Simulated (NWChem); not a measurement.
Species: CH3BeIS; SMILES C[S][Be][I]

```xyz
7

Be     0.3231     0.7391     0.0002
I     -0.0092    -1.4104     0.0000
S      0.6244     2.6146     0.0000
C     -1.0874     3.2751     0.0001
H     -1.6521     2.9390    -0.8791
H     -0.9961     4.3685    -0.0406
H     -1.6234     3.0025     0.9185
```
Atoms are numbered in this order, from 1.

Results from NWChem. All runs use the structure optimised with PBE0/def2-SVP. def2 effective core potentials on I; no spin-orbit coupling.

For level Hartree-Fock/STO-3G (all-electron, non-relativistic):

```yaml
highest occupied level (eV): -7.11
orbital gap (eV): 12.79
dipole (D): 1.65
```

Question: Estimate the same quantities for level Hartree-Fock/def2-SVP (core potentials).

Answer: 
| Quantity | Value |
|---|---|
| highest occupied level (eV) | -9.79 |
| orbital gap (eV) | 11.61 |
| dipole (D) | 1.83 |
